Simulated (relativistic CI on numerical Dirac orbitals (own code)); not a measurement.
**Mn4+ in a cubic cluster: 1s photoemission with charge transfer**

Computed with a charge-transfer multiplet model of a cubic metal-ligand cluster with up to 2 ligand holes, Slater and spin-orbit integrals from Dirac-Coulomb-Breit ions, Slater integrals scaled by 0.8. The ground state mixes d3 with configurations of k ligand holes L, whose averages lie at kΔ + k(k − 1)U_dd/2; a core hole lowers each added d electron by U_cd. 20 K, Lorentzian 1.1 eV and Gaussian 0.6 eV FWHM.

Atomic integrals in eV (Slater integrals scaled, ζ unscaled), ground: F2dd 9.878, F4dd 6.215, zeta_d 0.050; with the core hole: F2dd 11.163, F4dd 7.049, zeta_d 0.073, G2cd 0.062.

Cluster parameters (eV): Δ = 1.4, U_dd = 7, U_cd = 8.8, 10Dq(ligand) = 1.2, V(eg) = 1.7, V(t2g) = -0.74, final-state hopping factor = 0.9.

| Case | n_d | d3 | d4L | d5L2 | S |
| --- | --- | --- | --- | --- | --- |
| 10Dq = 0.3 eV | 3.72 | 0.36 | 0.56 | 0.08 | 1.50 |
| 10Dq = 0.9 eV | 3.68 | 0.39 | 0.54 | 0.07 | 1.50 |
| 10Dq = 1.5 eV | 3.64 | 0.42 | 0.52 | 0.06 | 1.50 |

Weights, n_d and S are thermal averages at 20 K. Binding energies count from the first peak over 30 % of the highest in each spectrum, which can be another peak from case to case. The parameters are a model scan and need not match a compound or its usual spin state. Peaks in eV (height, largest 100):
- 10Dq = 0.3 eV: 0.0 (100), 3.4 (67), 7.5 (18), 9.8 (18), 16.3 (19)
- 10Dq = 0.9 eV: 0.0 (100), 3.4 (65), 7.7 (17), 10.1 (19), 15.7 (22)
- 10Dq = 1.5 eV: 0.0 (100), 3.2 (60), 7.7 (18), 10.1 (20), 15.2 (24)

For the case 10Dq = 0.9 eV, Δ = 1.4 eV is smaller than U_dd = 7 eV, the charge-transfer side of the Zaanen-Sawatzky-Allen scheme. With the core hole the average of the configuration with one ligand hole lies at Δ − U_cd = -7.4 eV before mixing: it lies below the unscreened one, so the lowest final states are mostly screened and the unscreened weight appears at higher binding energy as a satellite.

With at most 2 ligand holes the space is cut while the next configuration still counts, so covalency is underestimated, and a final configuration with one more ligand hole, which can lie low, is missing from the spectra.
